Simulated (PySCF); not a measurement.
CH2FNO2Si, SMILES N#CO[Si@@H](O)F. The structure is a stationary point at B3LYP-D3(BJ)/def2-SVP. The structure was generated by enumeration; whether it is a known compound was not checked. The values are those of a single conformer.

Give the equilibrium geometry at B3LYP-D3(BJ)/def2-SVP (PySCF confirms it by a frequency run) as a Z-matrix. (Estimate from the structure and the level; the computed values follow.)

This is not unique; one that fits is 
```
Si
F 1 1.6098
O 1 1.6254 2 112.96
H 3 0.9653 1 121.17 2 -59.13
O 1 1.7017 2 104.92 3 -115.83
C 5 1.2865 1 128.25 2 -56.40
N 6 1.1624 1 152.05 2 -54.19
H 1 1.4629 2 110.74 5 -119.68
```
